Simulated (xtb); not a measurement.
Harmonic IR lines of one isomer of C₃H₈Si, unscaled. Level of theory: GFN2-xTB (xtb).

wavenumber (cm⁻¹): 474 (m), 604 (m), 681 (w), 702 (w), 746 (w), 809 (w), 835 (m), 841 (m), 869 (m), 1029 (w), 1085 (m), 2312 (vs), 3036 (w), 3042 (w), 3053 (w), 3061 (m), 3080 (m)

Task: Say which structure gives these lines.
A) `C[SiH]1CC1`
B) `CCC=[SiH2]`
C) `C=[Si](C)C`
D) `C=C(C)[SiH3]`

Result: A, `C[SiH]1CC1`
